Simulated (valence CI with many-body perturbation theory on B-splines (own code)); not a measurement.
E1 line list for Gd⁵⁶⁺

Method: relativistic CI+MBPT: six valence electrons over a frozen Dirac-Fock core [He], radial functions for each j: 9 s, 9 p, 8 d, 6 f, 3 g, 1 h, with the one-electron correlation potential Σ1 (screened to all orders), the two-electron term Σ2, the three-electron term Σ3, Breit, model QED; selected single and double excitations, second order for the rest, scaled by the run's own slope (own B-spline code, finite nucleus).

The last digits are not significant, and no measured levels were compared; by estimate large intervals hold to a few tenths of a per cent, small ones and those within an open d or f shell to about a per cent. Among the levels kept, up to 2100 cm⁻¹ of a level comes from second order outside the variational space, and about a tenth of that is noise between levels of different J, which matters for small intervals.

Lines 51 to 100 of 206 in falling wavelength, among levels below 60837 × 10³ cm⁻¹, chosen from the strongest by gf and those to the six lowest levels. Wavelengths and rates use the calculated energies. Electric multipoles are in the length gauge with retardation, E1 and E2 with the static RPA response of the core. Weak lines are less certain than strong ones. Lines between different terms over intervals too small for the method are left out, as are lines whose strength nearly cancels. The highest levels of a list are the least certain.

Levels are named by their leading jj configuration (3d3/2^4 stands for four electrons in 3d with j = 3/2), which in mixed levels can hold well under half, so a name can repeat and another be missing. Letters in brackets count levels of one name in rising energy.

```tsv
λ vac (nm)	Upper	Lower	A (s⁻¹)	log gf	Branch %
3.962	(2s^2 2p1/2 2p3/2^2 3p3/2) J=1 [b]	(2s^2 2p1/2 2p3/2^2 3s) J=2 [b]	5.86e+10	-1.38	0.3
3.949	(2s^2 2p1/2 2p3/2^2 3p3/2) J=2 [b]	(2s^2 2p1/2 2p3/2^2 3s) J=2 [a]	9.56e+10	-0.95	0.2
3.947	(2s^2 2p1/2 2p3/2^2 3d3/2) J=1	(2s^2 2p1/2 2p3/2^2 3p1/2) J=1 [a]	2.49e+11	-0.76	0.2
3.935	(2s^2 2p1/2 2p3/2^2 3d3/2) J=3	(2s^2 2p1/2 2p3/2^2 3p1/2) J=2 [a]	2.81e+11	-0.34	0.3
3.933	(2s^2 2p1/2^2 2p3/2 3d3/2) J=1	(2s^2 2p1/2^2 2p3/2 3p1/2) J=2	5.87e+10	-1.39	0.0
3.923	(2s^2 2p1/2 2p3/2^2 3d3/2) J=2	(2s^2 2p1/2 2p3/2^2 3p1/2) J=1 [a]	1.50e+11	-0.76	0.2
3.917	(2s^2 2p1/2 2p3/2^2 3d3/2) J=0	(2s^2 2p1/2 2p3/2^2 3p1/2) J=1 [a]	3.14e+11	-1.14	0.2
3.911	(2s^2 2p1/2^2 2p3/2 3d3/2) J=1	(2s^2 2p1/2^2 2p3/2 3p1/2) J=1	2.61e+11	-0.75	0.1
3.885	(2s^2 2p1/2^2 2p3/2 3p3/2) J=2	(2s^2 2p1/2^2 2p3/2 3s) J=1	2.62e+11	-0.53	32.4
3.884	(2s^2 2p1/2^2 2p3/2 3d3/2) J=0	(2s^2 2p1/2^2 2p3/2 3p1/2) J=1	3.27e+11	-1.13	78.0
3.868	(2s 2p1/2^2 2p3/2^2 3s) J=1 [b]	(2s^2 2p1/2 2p3/2^2 3s) J=0	5.80e+10	-1.41	0.1
3.814	(2s^2 2p1/2 2p3/2^2 3p3/2) J=1 [c]	(2s^2 2p1/2 2p3/2^2 3s) J=1 [b]	1.52e+11	-1.00	0.4
3.793	(2s^2 2p1/2^2 2p3/2 3p3/2) J=2	(2s^2 2p1/2^2 2p3/2 3s) J=2	2.50e+11	-0.57	31.0
3.783	(2s^2 2p1/2 2p3/2^2 3p3/2) J=3 [b]	(2s^2 2p1/2 2p3/2^2 3s) J=2 [a]	3.76e+10	-1.25	1.7
3.777	(2s^2 2p1/2 2p3/2^2 3p3/2) J=1 [c]	(2s^2 2p1/2 2p3/2^2 3s) J=0	2.07e+11	-0.88	0.5
3.774	(2s 2p1/2^2 2p3/2^3) J=2	(2s^2 2p1/2 2p3/2^3) J=1	3.68e+10	-1.41	1.3
3.749	(2s^2 2p1/2 2p3/2^2 3p3/2) J=2 [c]	(2s^2 2p1/2 2p3/2^2 3s) J=2 [b]	3.05e+11	-0.49	5.2
3.720	(2s^2 2p1/2 2p3/2^2 3p3/2) J=1 [b]	(2s^2 2p1/2 2p3/2^2 3s) J=1 [a]	2.03e+11	-0.90	0.9
3.672	(2s^2 2p1/2 2p3/2^2 3p3/2) J=2 [c]	(2s^2 2p1/2 2p3/2^2 3s) J=3	5.39e+10	-1.26	0.9
3.639	(2s^2 2p1/2^2 2p3/2 3p3/2) J=0	(2s^2 2p1/2^2 2p3/2 3s) J=1	6.25e+11	-0.91	28.6
3.610	(2s^2 2p1/2 2p3/2^2 3p3/2) J=1 [b]	(2s^2 2p1/2 2p3/2^2 3s) J=2 [a]	8.09e+10	-1.32	0.4
3.565	(2s^2 2p1/2 2p3/2^2 3p3/2) J=2 [d]	(2s^2 2p1/2 2p3/2^2 3s) J=2 [b]	4.40e+10	-1.38	0.6
3.492	(2s 2p1/2^2 2p3/2^2 3s) J=1 [b]	(2s^2 2p1/2 2p3/2^2 3s) J=2 [b]	1.68e+11	-1.03	0.2
3.480	(2s 2p1/2^2 2p3/2^2 3s) J=2	(2s^2 2p1/2 2p3/2^2 3s) J=2 [b]	1.34e+11	-0.91	0.7
3.446	(2s^2 2p3/2^4) J=0	(2s 2p1/2^2 2p3/2^3) J=1	4.19e+09	-3.13	35.4
3.418	(2s^2 2p1/2 2p3/2^2 3p3/2) J=1 [c]	(2s^2 2p1/2 2p3/2^2 3s) J=2 [b]	7.51e+10	-1.40	0.2
3.413	(2s 2p1/2^2 2p3/2^2 3s) J=2	(2s^2 2p1/2 2p3/2^2 3s) J=3	1.35e+11	-0.93	0.8
3.275	(2s 2p1/2^2 2p3/2^3) J=1	(2s^2 2p1/2 2p3/2^3) J=2	8.16e+10	-1.41	1.2
3.208	(2p1/2^2 2p3/2^4) J=0	(2s 2p1/2 2p3/2^4) J=1	3.31e+11	-1.29	2.9
3.125	(2s 2p1/2^2 2p3/2^3) J=1	(2s^2 2p1/2 2p3/2^3) J=1	2.63e+10	-1.94	0.4
1.271	(2s 2p1/2^2 2p3/2^2 3s) J=3	(2s^2 2p1/2^2 2p3/2 3s) J=2	6.34e+11	-0.97	4.2
1.255	(2s 2p1/2^2 2p3/2^2 3p1/2) J=3	(2s^2 2p1/2^2 2p3/2 3p1/2) J=2	7.16e+11	-0.93	0.2
1.254	(2s 2p1/2^2 2p3/2^2 3p1/2) J=2	(2s^2 2p1/2^2 2p3/2 3p1/2) J=1	6.89e+11	-1.09	0.4
1.243	(2s^2 2p1/2 2p3/2^2 3p3/2) J=2 [a]	(2s^2 2p1/2^2 2p3/2 3s) J=2	4.08e+11	-1.33	0.7
1.183	(2s 2p1/2^2 2p3/2^3) J=2	(2s^2 2p1/2^2 2p3/2^2) J=2	2.76e+12	-0.54	97.7
1.178	(2s 2p1/2^2 2p3/2^2 3s) J=1 [a]	(2s^2 2p1/2^2 2p3/2 3s) J=1	8.31e+11	-1.29	2.0
1.172	(2s 2p1/2 2p3/2^4) J=0	(2s^2 2p1/2 2p3/2^3) J=1	5.49e+12	-0.95	99.9
1.169	(2s 2p1/2^2 2p3/2^2 3s) J=1 [a]	(2s^2 2p1/2^2 2p3/2 3s) J=2	9.81e+11	-1.22	2.4
1.164	(2s^2 2p1/2 2p3/2^2 3p3/2) J=2 [c]	(2s^2 2p1/2^2 2p3/2 3s) J=2	3.51e+11	-1.45	6.0
1.161	(2s 2p1/2^2 2p3/2^3) J=1	(2s^2 2p1/2^2 2p3/2^2) J=0	1.72e+12	-0.98	24.3
1.154	(2s 2p1/2 2p3/2^4) J=1	(2s^2 2p1/2 2p3/2^3) J=2	5.28e+12	-0.50	83.9
1.146	(2s 2p1/2^2 2p3/2^2 3s) J=1 [b]	(2s^2 2p1/2^2 2p3/2 3s) J=1	2.19e+12	-0.89	2.6
1.146	(2s^2 2p1/2 2p3/2^2 3p3/2) J=2 [d]	(2s^2 2p1/2^2 2p3/2 3s) J=2	6.88e+11	-1.17	9.8
1.145	(2p1/2^2 2p3/2^4) J=0	(2s 2p1/2^2 2p3/2^3) J=1	1.10e+13	-0.66	97.1
1.145	(2s 2p1/2^2 2p3/2^2 3s) J=2	(2s^2 2p1/2^2 2p3/2 3s) J=1	4.60e+11	-1.34	2.6
1.138	(2s 2p1/2^2 2p3/2^2 3s) J=1 [b]	(2s^2 2p1/2^2 2p3/2 3s) J=2	1.82e+12	-0.97	2.1
1.138	(2s^2 2p1/2 2p3/2^2 3p3/2) J=1 [c]	(2s^2 2p1/2^2 2p3/2 3s) J=1	1.72e+12	-1.00	4.3
1.137	(2s 2p1/2^2 2p3/2^2 3s) J=2	(2s^2 2p1/2^2 2p3/2 3s) J=2	3.50e+12	-0.47	19.5
1.135	(2s 2p1/2 2p3/2^4) J=1	(2s^2 2p1/2 2p3/2^3) J=1	9.09e+11	-1.28	14.4
1.132	(2s 2p1/2^2 2p3/2^2 3s) J=0	(2s^2 2p1/2^2 2p3/2 3s) J=1	2.78e+12	-1.27	4.8
```

Problem. How does gf follow from A for the line at 3.418 nm?

Solution. gf = 1.4992 × (2J+1)_upper × A / σ², with σ = 2925968 cm⁻¹ and 2J+1 = 3: gf = 0.0395.
